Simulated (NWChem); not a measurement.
System: SiHOF$_{3}$; SMILES F[Si](F)(O)F

Excerpt of the output:

```
             Northwest Computational Chemistry Package (NWChem) 7.3.0
             --------------------------------------------------------

                             Geometry "geometry" -> ""
                             -------------------------

 Output coordinates in angstroms (scale by  1.889725989 to convert to a.u.)

  No.       Tag          Charge          X              Y              Z
 ---- ---------------- ---------- -------------- -------------- --------------
    1 O                    8.0000     0.92439800    -1.34227500     0.00551800
    2 Si                  14.0000    -0.00553800    -0.01785400    -0.00003400
    3 F                    9.0000     0.25477500     0.90370700    -1.27795400
    4 F                    9.0000    -1.52490600    -0.48600200    -0.00986000
    5 F                    9.0000     0.23844500     0.90296900     1.28163500
    6 H                    1.0000     1.88154500    -1.25650100     0.01151900

 Effective nuclear repulsion energy (a.u.)     267.3482696334

                              NWChem Property Module
                              ----------------------

  itol2e modified to match energy
  convergence criterion.

                                 NWChem DFT Module
                                 -----------------

 Summary of "ao basis" -> "ao basis" (spherical)
 ------------------------------------------------------------------------------
       Tag                 Description            Shells   Functions and Types
 ---------------- ------------------------------  ------  ---------------------
 O                          6-311g**                 8       18   4s3p1d
 Si                         6-311g**                12       26   6s5p1d
 F                          6-311g**                 8       18   4s3p1d
 H                          6-311g**                 4        6   3s1p

  itol2e modified to match energy
  convergence criterion.

            General Information
            -------------------
          SCF calculation type: DFT
          Wavefunction type:  closed shell.
          No. of atoms     :     6
          No. of electrons :    50
           Alpha electrons :    25
            Beta electrons :    25
          Charge           :     0
          Spin multiplicity:     1
          Use of symmetry is: off; symmetry adaption is: off
          Maximum number of iterations: 150
          AO basis - number of functions:   104
                     number of shells:    48
          Convergence on energy requested:  1.00D-07
          Convergence on density requested:  1.00D-05
          Convergence on gradient requested:  5.00D-04

              XC Information
              --------------
                         B3LYP Method XC Potential
                     Hartree-Fock (Exact) Exchange  0.200
                        Slater Exchange Functional  0.800 local
                    Becke 1988 Exchange Functional  0.720 non-local
              Lee-Yang-Parr Correlation Functional  0.810
                  VWN I RPA Correlation Functional  0.190 local

             Grid Information
             ----------------
          Grid used for XC integration:  fine
          Radial quadrature: Mura-Knowles
          Angular quadrature: Lebedev.
          Tag              B.-S. Rad. Rad. Pts. Rad. Cut. Ang. Pts.
          ---              ---------- --------- --------- ---------
          O                   0.60       70           7.0       590
          Si                  1.10      123           9.0       770
          F                   0.50       70          10.0       590
          H                   0.35       60          10.0       590
          Grid pruning is: on
          Number of quadrature shells:   463
          Spatial weights used:  Erf1

      Superposition of Atomic Density Guess
      -------------------------------------

 Sum of atomic energies:        -662.32835124

      Non-variational initial energy
      ------------------------------

 Total energy =    -663.294379
 1-e energy   =   -1453.965290
 2-e energy   =     523.322641
 HOMO         =      -0.517352
 LUMO         =       0.025477

   convergence    iter        energy       DeltaE   RMS-Dens  Diis-err
 ---------------- ----- ----------------- --------- --------- ---------
 d= 0,ls=0.0,diis     1   -665.0864332800 -9.32D+02  1.10D-02  1.87D+00
 d= 0,ls=0.0,diis     2   -665.0623035490  2.41D-02  6.13D-03  2.09D+00
 d= 0,ls=0.0,diis     3   -665.2135745561 -1.51D-01  9.26D-04  1.11D-01
 d= 0,ls=0.0,diis     4   -665.2204558425 -6.88D-03  2.38D-04  1.96D-03
 d= 0,ls=0.0,diis     5   -665.2205879640 -1.32D-04  4.85D-05  1.49D-04
  Resetting Diis
 d= 0,ls=0.0,diis     6   -665.2205966082 -8.64D-06  1.53D-05  2.37D-05
 d= 0,ls=0.0,diis     7   -665.2205982245 -1.62D-06  3.37D-06  2.36D-07
 d= 0,ls=0.0,diis     8   -665.2205982196  4.87D-09  1.97D-06  2.97D-07

         Total DFT energy =     -665.220598219588
      One electron energy =    -1456.219554060077
           Coulomb energy =      585.239409506322
    Exchange-Corr. energy =      -61.588723299233
 Nuclear repulsion energy =      267.348269633400

 Numeric. integr. density =       49.999999842031

                       DFT Final Molecular Orbital Analysis
                       ------------------------------------

 Vector   23  Occ=2.000000D+00  E=-4.328373D-01
              MO Center= -3.1D-01,  4.6D-01, -1.8D-03, r^2= 2.7D+00
   Bfn.  Coefficient  Atom+Function         Bfn.  Coefficient  Atom+Function
  ----- ------------  ---------------      ----- ------------  ---------------
    71      0.259101  4 F  pz                75      0.256887  4 F  pz
    67      0.183908  4 F  pz                87      0.175792  5 F  px
    51     -0.173921  3 F  px                91      0.174644  5 F  px
    55     -0.172797  3 F  px                53     -0.147184  3 F  pz
    57     -0.145376  3 F  pz                89     -0.144872  5 F  pz

 Vector   24  Occ=2.000000D+00  E=-4.071512D-01
              MO Center=  7.0D-01, -9.7D-01,  4.2D-03, r^2= 1.9D+00
   Bfn.  Coefficient  Atom+Function         Bfn.  Coefficient  Atom+Function
  ----- ------------  ---------------      ----- ------------  ---------------
     8      0.348924  1 O  py                12      0.337286  1 O  py
     4      0.244921  1 O  py                10     -0.172794  1 O  s
     6     -0.137839  1 O  s                 55     -0.107907  3 F  px
    91     -0.108258  5 F  px                51     -0.104699  3 F  px
    87     -0.105079  5 F  px                11      0.096060  1 O  px

 Vector   25  Occ=2.000000D+00  E=-3.796422D-01
              MO Center=  8.1D-01, -1.1D+00,  4.9D-03, r^2= 1.4D+00
   Bfn.  Coefficient  Atom+Function         Bfn.  Coefficient  Atom+Function
  ----- ------------  ---------------      ----- ------------  ---------------
    13      0.422853  1 O  pz                 9      0.398564  1 O  pz
     5      0.278997  1 O  pz                52     -0.100481  3 F  py
    88      0.100501  5 F  py                56     -0.099134  3 F  py
    92      0.099156  5 F  py                48     -0.071403  3 F  py
    84      0.071416  5 F  py                75     -0.063515  4 F  pz

 Vector   26  Occ=0.000000D+00  E=-7.961090D-03
              MO Center=  1.3D+00, -7.1D-01,  7.9D-03, r^2= 3.9D+00
   Bfn.  Coefficient  Atom+Function         Bfn.  Coefficient  Atom+Function
  ----- ------------  ---------------      ----- ------------  ---------------
   101      0.907336  6 H  s                 24      0.828735  2 Si s
    10     -0.733830  1 O  s                 54     -0.222013  3 F  s
    90     -0.222017  5 F  s                 72     -0.219830  4 F  s
     6     -0.200728  1 O  s                 11     -0.185925  1 O  px
    73     -0.139706  4 F  px                12     -0.136628  1 O  py

 Vector   27  Occ=0.000000D+00  E= 5.689607D-02
              MO Center=  2.3D-02,  9.3D-02,  1.5D-04, r^2= 5.3D+00
   Bfn.  Coefficient  Atom+Function         Bfn.  Coefficient  Atom+Function
  ----- ------------  ---------------      ----- ------------  ---------------
    24      1.171166  2 Si s                 37     -0.562677  2 Si px
   101     -0.541566  6 H  s                 72     -0.385955  4 F  s
    38      0.323488  2 Si py                54     -0.310178  3 F  s
    90     -0.310182  5 F  s                 11      0.281609  1 O  px
    10      0.194511  1 O  s                 22     -0.145492  2 Si s

 Vector   28  Occ=0.000000D+00  E= 7.641477D-02
              MO Center=  3.2D-01,  3.2D-03,  2.1D-03, r^2= 5.1D+00
   Bfn.  Coefficient  Atom+Function         Bfn.  Coefficient  Atom+Function
  ----- ------------  ---------------      ----- ------------  ---------------
    37      0.832434  2 Si px                38      0.694717  2 Si py
    72      0.349274  4 F  s                101     -0.334996  6 H  s
    24      0.291936  2 Si s                 54     -0.264035  3 F  s
    90     -0.263911  5 F  s                 10      0.240806  1 O  s
    34      0.184482  2 Si px               100     -0.185375  6 H  s

     Multipole analysis of the density
     ---------------------------------

     L   x y z        total         alpha         beta         nuclear
     -   - - -        -----         -----         ----         -------
     0   0 0 0     -0.000000    -25.000000    -25.000000     50.000000

     1   1 0 0      0.915022      0.538748      0.538748     -0.162473
     1   0 1 0     -0.223419      0.227110      0.227110     -0.677639
     1   0 0 1      0.005677      0.003239      0.003239     -0.000801

     2   2 0 0    -21.083023    -68.393960    -68.393960    115.704897
     2   1 1 0     -2.048991      1.848836      1.848836     -5.746663
     2   1 0 1      0.029897     -0.016980     -0.016980      0.063856
     2   0 2 0    -26.081595    -71.625912    -71.625912    117.170229
     2   0 1 1     -0.012879      0.009924      0.009924     -0.032727
     2   0 0 2    -25.925025    -65.605435    -65.605435    105.285845

          -----------------------------------------
          Chemical Shielding Tensors (GIAO, in ppm)
          -----------------------------------------

                                NWChem CPHF Module
                                ------------------

  scftype          =     RHF
  nclosed          =       25
  nopen            =        0
  variables        =     1975
  # of vectors     =        3
  tolerance        = 0.10D-03
  level shift      = 0.00D+00
  max iterations   =       50
  max subspace     =       30

 SCF residual:    1.7097438851383667E-004

Iterative solution of linear equations
  No. of variables     1975
  No. of equations        3
  Maximum subspace       30
        Iterations       50
       Convergence  1.0D-04

   iter   nsub   residual    time
   ----  ------  --------  ---------
     1      3    1.64D-01      45.4
     2      6    7.35D-03      49.6
     3      9    4.67D-04      53.8
     4     12    1.54D-05      58.0

      Atom:    1  O
        Diamagnetic
    401.8156    -12.8674      0.1789
    -12.8674    393.5640     -0.0763
      0.1789     -0.0763    372.8126

        Paramagnetic
    -97.8692    -18.9763     -0.0834
    -18.9763    -79.5747     -0.1191
     -0.0834     -0.1191    -85.0982

        Total Shielding Tensor
    303.9464    -31.8437      0.0955
    -31.8437    313.9893     -0.1954
      0.0955     -0.1954    287.7143

           isotropic =     301.8834
          anisotropy =      58.9838

          Principal Components and Axis System
                 1           2           3
              341.2059    287.7138    276.7304

      1        -0.6497     -0.0063      0.7602
      2         0.7602     -0.0002      0.6497
      3        -0.0039      1.0000      0.0049

      Atom:    2  Si
        Diamagnetic
    880.1488      0.3103      0.0025
      0.3103    880.2670      0.0021
      0.0025      0.0021    879.7555

        Paramagnetic
   -439.2304    -18.4577      0.1520
    -18.4577   -444.6931     -0.1109
      0.1520     -0.1109   -463.6669

        Total Shielding Tensor
    440.9184    -18.1474      0.1544
    -18.1474    435.5739     -0.1089
      0.1544     -0.1089    416.0886

           isotropic =     430.8603
          anisotropy =      38.5948

          Principal Components and Axis System
                 1           2           3
              456.5902    419.9031    416.0876

      1         0.7569      0.6535     -0.0067
      2        -0.6536      0.7569     -0.0006
      3         0.0046      0.0049      1.0000

      Atom:    3  F
        Diamagnetic
    460.5507      2.7447     -3.8763
      2.7447    470.2299    -14.6668
     -3.8763    -14.6668    480.2242

        Paramagnetic
   -172.0688     11.6666     -5.8773
     11.6666   -137.0604    -46.3259
     -5.8773    -46.3259   -109.1529

        Total Shielding Tensor
    288.4819     14.4113     -9.7536
     14.4113    333.1696    -60.9927
     -9.7536    -60.9927    371.0712

           isotropic =     330.9076
          anisotropy =     130.7421

          Principal Components and Axis System
                 1           2           3
              418.0690    293.1739    281.4799

      1        -0.1258      0.6434      0.7551
      2        -0.5928      0.5616     -0.5772
      3         0.7955      0.5203     -0.3108

      Atom:    4  F
        Diamagnetic
    488.6913      9.2458      0.1933
      9.2458    461.6584      0.0598
      0.1933      0.0598    458.8116

        Paramagnetic
    -70.4792     30.9153      0.5574
     30.9153   -144.9945      0.1995
      0.5574      0.1995   -156.4539

        Total Shielding Tensor
    418.2120     40.1611      0.7506
     40.1611    316.6639      0.2592
      0.7506      0.2592    302.3577

           isotropic =     345.7445
          anisotropy =     129.6534

          Principal Components and Axis System
                 1           2           3
              432.1802    302.7006    302.3528

      1         0.9445     -0.3284     -0.0073
      2         0.3284      0.9445      0.0024
      3         0.0061     -0.0047      1.0000

      Atom:    5  H
        Diamagnetic
     46.1489     -3.1130      0.1631
     -3.1130     23.6936     -0.0188
      0.1631     -0.0188     19.9574

        Paramagnetic
     -3.2087     -0.0723     -0.0337
     -0.0723      0.5126     -0.0007
     -0.0337     -0.0007      2.1704

        Total Shielding Tensor
     42.9403     -3.1853      0.1295
     -3.1853     24.2062     -0.0195
      0.1295     -0.0195     22.1279

           isotropic =      29.7581
          anisotropy =      20.5646

          Principal Components and Axis System
                 1           2           3
               43.4678     23.6794     22.1271

      1         0.9866      0.1632     -0.0062
      2        -0.1632      0.9866     -0.0002
      3         0.0061      0.0012      1.0000
```

Level: B3LYP/6-311G** (spherical d), GIAO. The geometry was optimised at PBE0/def2-SVP. The output numbers the shielded atoms by their place in the input's list. The printed shielding anisotropy is the first printed principal value minus the mean of the other two.

Question: Reconstruct the input file.

Answer: This is not unique; one that fits is the input that was run:
```
start job
memory heap 200 mb stack 900 mb global 1100 mb
geometry units angstroms noautosym nocenter noautoz
  O      0.924398    -1.342275     0.005518
  Si    -0.005538    -0.017854    -0.000034
  F      0.254775     0.903707    -1.277954
  F     -1.524906    -0.486002    -0.009860
  F      0.238445     0.902969     1.281635
  H      1.881545    -1.256501     0.011519
end
basis spherical
  * library 6-311g**
end
dft
  xc b3lyp
  iterations 150
end
property
  shielding 5 1 2 3 4 6
end
task dft property
```
